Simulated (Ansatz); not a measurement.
Reactions of CH5BO2Se (`C[Se]B(O)O`).

Program: Ansatz. Geometries: PBE0-D4/def2-TZVP. ΔE: electronic, gas phase. CCSD(T)/CBS is the MP2 limit (def2-TZVPP, def2-QZVPP) plus CCSD(T) − MP2 in def2-TZVPP, frozen cores. This one scheme is used for every species. Open shells (•) are unrestricted, without spin–orbit coupling. For As, Se outer-core shells are correlated without core-valence functions, which leaves a few kJ/mol of doubt a bond. Scalar relativity is left out up to krypton. One conformer a species, not always the lowest.

Order these by ΔE at CCSD(T)/CBS, lowest first. (An estimate is asked.)
A. `C[Se]B(O)O` + `OB(O)O` → `OB(O)OB(O)O` + `C[SeH]`
B. `C[Se]B(O)O` + `CC` → `CC[Se]B(O)O` + CH₄
C. `C[Se]B(O)O` + `[AsH3]` → `C[Se][AsH2]` + `OBO`
D. `C[Se]B(O)O` → `[CH3]`• + `OB(O)[Se]`•
E. `C[Se]B(O)O` + H₂ → `C[SeH]` + `OBO`

A (-0.59 eV), B (-0.14 eV), C (+0.19 eV), E (+0.36 eV), D (+3.15 eV).

Largest T1 diagnostic: 0.013, for `OBO`.
